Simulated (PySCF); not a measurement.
Species: SnMeI3, CH3I3Sn.
Bonds: Sn1–C2, Sn1–I6, Sn1–I7, Sn1–I8. Hydrogens: H3, H4, H5 on C2.

Theory: PBE0-D3(BJ)/def2-SVP geometry optimisation, gas phase, def2 core potentials past Kr (PySCF).

(1) What internal coordinates does the optimisation give?

## Answers

(1) 
```tsv
bond	length (pm)
Sn1–C2	213.9
Sn1–I6, Sn1–I7, Sn1–I8	268.9
C2–H3, C2–H4, C2–H5	109.8
```

Bonds in one row agree within 1 pm and their mean is given. A selection of angles:
```tsv
angle	degrees
C2–Sn1–I6	110.6
C2–Sn1–I7	110.5
I6–Sn1–I7	108.2
I7–Sn1–I8	108.6
Sn1–C2–H3	108.4
Sn1–C2–H5	108.5
H3–C2–H4	110.4
H3–C2–H5	110.5
```

Sn1 (tin bonded to C and 3 I) is tetrahedral (angles from 108.2° to 110.6°). All 3 I–Sn bonds measure 2.688 to 2.690 Å.

Point group: near C3v, missed by 0.13 Å at most; the miss may be what the optimiser left on a soft mode (C3 holds within 0.08 Å). No PBE0-D3(BJ)/def2-SVP frequencies stand behind this structure, so it isn't proved a minimum.
